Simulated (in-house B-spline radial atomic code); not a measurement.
## KLI/ALDAx excitations of Sc XVIII (Sc17+)

Method: KLI/ALDAx. Computed with an all-electron radial atomic-structure program (B-spline basis): linear response of the closed shell [He] 2s2 with the adiabatic LDA exchange kernel on the exchange-only KLI potential; non-relativistic, point nucleus, no spin-orbit coupling, no double excitations, S, P, D and F terms only.

Command:
```bash
python run_td.py task.json out
```
Settings (radii: box in bohr, nucleus in fm):
```
Z                        21
electrons                4
configuration            [He] 2s2
hamiltonian              nr
method                   kli
box_radius               6.43
intervals                65
```

Run time, properties included: 0.1 s on 1 thread of Arm Neoverse V2 (shared host).

The lowest states, in the order of their Tamm-Dancoff energies; the method's threshold (minus the highest occupied level) is 1199.42 eV. Labels give the largest channel, * marks a mixed state, and oscillator strengths are full-response dipole values. Semilocal kernels can invert the small singlet-triplet splittings of Rydberg terms. Energies in eV:

| state | full response | Tamm-Dancoff | oscillator strength |
| --- | --- | --- | --- |
| 2s → 2p 3P | 27.003 | 30.04 | - |
| 2s → 2p 1P | 58.94 | 61.90 | 0.157 |
| 2s → 3s 3S | 678.91 | 678.93 | - |
| 2s → 3s 1S | 686.45 | 686.49 | - |
| 2s → 3p 3P | 691.42 | 691.44 | - |
| 2s → 3p 1P | 694.19 | 694.19 | 0.711 |
| 2s → 3d 3D | ? | ? | - |
| 2s → 3d 1D | 706.34 | 706.35 | - |
| 2s → 4s 3S | 911.57 | 911.58 | - |
| 2s → 4s 1S | 913.97 | 913.99 | - |
| 2s → 4p 3P | ? | ? | - |
| 2s → 4p 1P | 917.72 | 917.72 | 0.18 |
| 2s → 4d 3D | 920.37 | 920.38 | - |
| 2s → 4f 3F | 922.16 | 922.16 | - |
| 2s → 4d 1D | 922.45 | 922.45 | - |
| 2s → 4f 1F | 922.61 | 922.61 | - |

Q: Where does 2s → 4p 3P lie?

A: At 916.78 eV in full response, 916.78 eV in Tamm-Dancoff.

Q: Where does 2s → 3d 3D lie?

A: At 699.61 eV in full response, 699.66 eV in Tamm-Dancoff.

Q: How large is the singlet-triplet splitting of 2s → 2p (P terms) in Tamm-Dancoff?

A: 31.9 eV, from the unrounded values.

Q: What polarisabilities and dispersion coefficient does the method give?

A: Dipole 0.03495 bohr³, quadrupole 0.0006137 bohr⁵, C6 0.002187 hartree·bohr⁶ for two such species.
